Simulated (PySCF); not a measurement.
## Solvent effects on NMR parameters

Bonds (- single, = double, # triple, : aromatic): C1-C2, C2=C3, C3-C4, C3-C5, C5-Cl6, C5-Cl7, C5-C8, C8-F9, C8-F10. C1 carries H11, H12, H13; C2 carries H14; C4 carries H15, H16, H17; C8 carries H18. Stereochemistry as in C/C=C(\C)C(Cl)(Cl)C(F)F.

GIAO PBE0/pcSseg-1 in PySCF 2.14.0 with density-fitted response routines on one PBE0-D3(BJ)/def2-SVP conformer, non-relativistic, equivalent nuclei averaged. Solvents enter as an IEF-PCM continuum (cyclohexane with ε = 2.0, acetonitrile with ε = 35.7) around the gas-phase geometry. Shifts are referred to TMS, CFCl3 computed in the same medium.

In cyclohexane, δ in ppm: C2 137.1, C3 135.8, C8 119.5, C5 102.6, C4 16.9, C1 16.5, F9/F10 -133.2, H14 6.29, H18 6.06, H15/H16/H17 2.07, H11/H12/H13 1.83. Dipole moment 1.82 D.

Q: How does each δ change in the more polar medium?

A: 
| atoms | environment | Δδ, acetonitrile |
| --- | --- | --- |
| C2 | alkene CH | +2.1 |
| C3 | fully substituted alkene carbon | +0.3 |
| C8 | sp3 CH bonded to 2 F | +0.5 |
| C5 | allylic fully substituted sp3 carbon bonded to 2 Cl | +1.0 |
| C4 | allylic methyl carbon | +0.4 |
| C1 | allylic methyl carbon | +0.5 |
| F9/F10 | fluorine of a CF2 group | -0.8 |
| H14 | hydrogen on an alkene CH | +0.07 |
| H18 | hydrogen on an sp3 CH bonded to 2 F | +0.18 |
| H15/H16/H17 | hydrogen on an allylic methyl carbon | +0.04 |
| H11/H12/H13 | hydrogen on an allylic methyl carbon | +0.07 |

Changes are relative to cyclohexane. The dipole moment becomes 2.02 D in acetonitrile.

Q: Which nuclei move most (in ppm), and what does the model miss?

A: C2 (alkene CH, +2.1 ppm) in acetonitrile. A continuum only polarises the solute; specific hydrogen bonds, the anisotropy of aromatic solvents and changes of geometry or conformer are outside it.
